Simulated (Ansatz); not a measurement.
## Relative stability

The two ends of one reaction step of BHClF3, closed shell (PBE0-D4/def2-TZVP).

A:

B1  (-0.714, 0.470, -0.295)
F2  (1.152, -1.261, 0.074)
F3  (-0.294, 0.704, -1.512)
F4  (-1.634, -0.437, -0.085)
H5  (1.647, -0.950, 0.788)
Cl6  (-0.157, 1.474, 1.031)
(Å)

B:

```
6
angstrom
B -0.5203 -0.3895 -0.8001
F 0.4572 -1.2367 -0.5590
F -0.3442 0.5808 -1.6644
F -1.6894 -0.5638 -0.2324
H 1.4999 0.3554 1.6930
Cl 0.5968 1.2539 1.5628
```

Program: Ansatz 0.2.0. Basis: def2-TZVPP. Cores are frozen in the correlated methods. B3LYP uses VWN-RPA correlation.

Which structure is lower at CCSD(T), and by how much? (An estimate is asked for; the value comes from the calculation.)

The calculation gives: B, by 63.3 kJ/mol (electronic energy, against the other). By their contacts, A is a complex of BClF₂ ([F][B]([F])[Cl]) + HF and B is a complex of BF₃ ([F][B]([F])[F]) + HCl.

All methods give the same order:

| method | E(B) − E(A) (kJ/mol) |
| --- | --- |
| SPW92 | -55.3 |
| PBE-D4 | -53.4 |
| BLYP-D4 | -61.1 |
| r2SCAN-D4 | -59.7 |
| B97M-V | -63.4 |
| PBE0-D4 | -57.1 |
| B3LYP-D4 | -64.0 |
| r2SCAN0-D4 | -61.8 |
| BHLYP-D4 | -68.6 |
| CAM-B3LYP-D4 | -66.6 |
| wB97X-V | -60.1 |
| wB97M-V | -60.2 |
| B2PLYP | -63.6 |
| PBE-QIDH | -59.3 |
| RPA on PBE | -64.5 |
| HF | -78.7 |
| MP2 | -58.3 |
| CCSD | -66.3 |
| CCSD(T) | -63.3 |

T1 diagnostic: at most 0.012.

Labels in which every atom is bracketed show which atoms are joined, not bond orders.

For scale, one of the runs: CCSD(T)/def2-TZVPP, 180 basis functions, launched by `ansatz run in.yaml --threads 4 --pin off --events-out ev --progress --plain --max-ram 9574MiB`. Time: 13 s of wall clock on 4 CPU threads of an Arm Neoverse V2; the host was shared. Peak host memory: 1.3 GiB.
